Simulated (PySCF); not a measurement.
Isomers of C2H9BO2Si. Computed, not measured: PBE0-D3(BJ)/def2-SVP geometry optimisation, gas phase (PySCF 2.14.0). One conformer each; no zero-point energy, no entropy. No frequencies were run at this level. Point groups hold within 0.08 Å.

Question: Rank from lowest to highest electronic energy at this level (kcal/mol).
A. `[BH2:1][CH2:2][O:3][SiH2:4][O:5][CH3:6]` with H–B1–C2–O3 6° and -177°, B1–C2–O3–Si4 32°, C2–O3–Si4–O5 151°, O3–Si4–O5–C6 -56°
B. `[OH:1][B:2]([OH:3])[CH2:4][CH2:5][SiH3:6]` with H–O1–B2–O3 180°, O1–B2–O3–H 180°, O1–B2–C4–C5 179°, B2–C4–C5–Si6 -179°

Answer: B (0.0), A (62.8).

As drawn, the lower has an O–H bond, an Si–C bond and a B–O bond, which the higher lacks; the higher has an Si–O bond, which the lower lacks.

```tsv
SMILES	E (Eh)	E rel (kcal/mol)	dipole (D)	point group	A, B, C (MHz)
OB(O)CC[SiH3]	-545.84269	0.0	2.00	Cs	7384, 1077, 961.9
BCO[SiH2]OC	-545.74256	62.8	1.81	C1	7114, 1463, 1314
```
